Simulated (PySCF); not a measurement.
SrCl, SMILES [Cl][Sr], multiplicity 2. Geometry: PBE-D3(BJ)/def2-TZVPD. The spin state was assumed, not searched. The def2 effective core potentials stand for the cores of Sr; spin–orbit coupling is left out.

All values below come from PBE-D3(BJ)/def2-TZVPD run with PySCF.

Harmonic wavenumbers (cm⁻¹): 292. Rotational constants (GHz): 3.004 (linear); symmetry number 1.

Work out the zero-point energy and the ideal-gas rigid-rotor harmonic-oscillator thermochemistry at 298.15 K and 1 atm.

ZPE = ½ Σ hcν = ½ × 292 cm⁻¹ = 1.75 kJ/mol. H − E(el) = 11.55 kJ/mol. Entropy in J/(mol K): translation 168.77, rotation 71.79, vibration 6.11, spin 5.76, total 252.43. G − E(el) = -63.71 kJ/mol. Cp = 36.16 J/(mol K).
